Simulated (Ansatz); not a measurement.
Input file:

```yaml
crystal:
  periodic: [false, false, false]
  atoms:
    - { symbol: Al, position_ang: [-0.084761, 0.306641, -0.025245] }
    - { symbol: O, position_ang: [-0.085641, -0.798106, 1.400409] }
    - { symbol: "N", position_ang: [0.470026, -0.843932, -1.210546] }
    - { symbol: H, position_ang: [0.564691, -1.671576, -0.61883] }
    - { symbol: O, position_ang: [-0.485211, 1.946212, -0.162857] }
    - { symbol: H, position_ang: [-0.390853, -0.538286, 2.275167] }
    - { symbol: H, position_ang: [0.740568, -0.981897, -2.171298] }
    - { symbol: H, position_ang: [-0.728919, 2.581045, 0.513099] }
basis:
  gaussian: { orbitals: def2-SVP }
hamiltonian:
  xc: b3lyp
relax:
  f_tol: 0.03
  max_steps: 50
```

Command:

```bash
$ ansatz run input.yaml --threads 2 --pin off --max-ram 3072MiB --backend cpu --events-out ev --progress --plain --runs-dir out
```

Hardware: 2 threads of Intel(R) Xeon(R) 6975P-C (Granite Rapids), with other jobs on the host.

Problem. Roughly how long does this run take, and how much memory?

Solution. 5.9 s, with a peak of 0.19 GiB, for 7 ionic steps.
